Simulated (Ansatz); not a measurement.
`[SiH3][O][Sn]([Cl])([Cl])[Cl]`, charge 0, multiplicity 1.

Problem. Give a relaxed structure at PBE0-D4/def2-TZVP (Ansatz 0.2.0). (An estimate is asked.)

Solution. Computed: 
```xyz
9

Si   -1.674    0.163    0.380
O    -0.088   -0.112    0.733
Sn    1.573   -0.176   -0.222
Cl    1.463   -1.802   -1.832
Cl    3.209   -0.658    1.293
Cl    1.963    1.856   -1.206
H    -2.432    0.037    1.647
H    -2.165   -0.834   -0.608
H    -1.850    1.526   -0.186
```
Point group Cs.
This is one stationary point; other conformers may exist.
